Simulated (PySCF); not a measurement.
H2S2Se, SMILES S[Se]S.

Coordinates come from a ωB97X-D3(BJ)/def2-TZVP optimisation. The values are those of a single conformer.

Calculation: PBE/def2-TZVPD (PySCF).

Symmetry labels are those of the subgroup C2 that the program uses (full group C2).

Computed valence orbital energies around the gap with their symmetry:
```tsv
orbital	symmetry	energy (eV)
HOMO−7	A	-15.73
HOMO−6	B	-11.28
HOMO−5	A	-10.18
HOMO−4	B	-9.39
HOMO−3	A	-8.87
HOMO−2	A	-6.73
HOMO−1	B	-6.35
HOMO	B	-6.11
LUMO	A	-2.47
LUMO+1	B	-2.02
LUMO+2	A	-1.08
LUMO+3	B	-0.42
```
